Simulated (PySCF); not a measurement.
Molecule: SMILES Cc1ccnnc1, C5H6N2.

Geometry (Å), atoms numbered from 1 in this order:
```xyz
13

C    -1.836   -0.224    0.096
C    -0.370    0.049    0.044
C     0.567   -0.943   -0.193
C     1.907   -0.565   -0.235
N     2.307    0.679   -0.060
N     1.436    1.617    0.163
C     0.150    1.338    0.216
H    -2.267   -0.109   -0.899
H    -2.029   -1.240    0.431
H    -2.337    0.477    0.761
H     0.274   -1.973   -0.336
H     2.692   -1.287   -0.414
H    -0.499    2.181    0.409
```

Frames of a GFN2-xTB Langevin trajectory at 400 K; GIAO PBE0/pcSseg-1 shieldings in PySCF 2.14.0 with density-fitted response routines, gas phase, non-relativistic; equivalent atoms averaged within each frame.

Scale: TMS for 13C (186.93 ppm), 1H (31.72 ppm); NH3 for 15N (267.73 ppm) (reference shieldings calculated alike). The references are static minima.

Q: How do the shifts (ppm) fluctuate along the trajectory?

A: 
```tsv
time (fs)	C7	C4	C3	C2	C1	N6	N5	H13	H12	H11
250	154.1	153.8	130.9	125.0	16.4	451.7	450.4	9.14	9.07	6.61
425	165.8	146.5	128.1	151.7	23.4	479.5	449.8	10.42	9.34	6.77
625	163.5	151.2	131.5	140.9	25.7	473.8	463.1	8.88	9.68	7.39
800	160.1	155.9	134.1	149.1	19.8	512.2	449.2	9.57	10.26	7.22
1000	157.6	155.0	128.7	139.4	16.3	489.8	468.2	9.40	10.08	6.35
mean of frames	160.2	152.5	130.7	141.2	20.3	481.4	456.1	9.48	9.69	6.87
standard deviation	4.6	3.8	2.4	10.5	4.2	22.1	8.9	0.59	0.50	0.43
```

5 frames give an uncertainty of the mean of about the standard deviation over 2.2 at best, since frames this close in time may not be independent; classical motion lacks zero-point vibration, and the reference would need the same averaging.
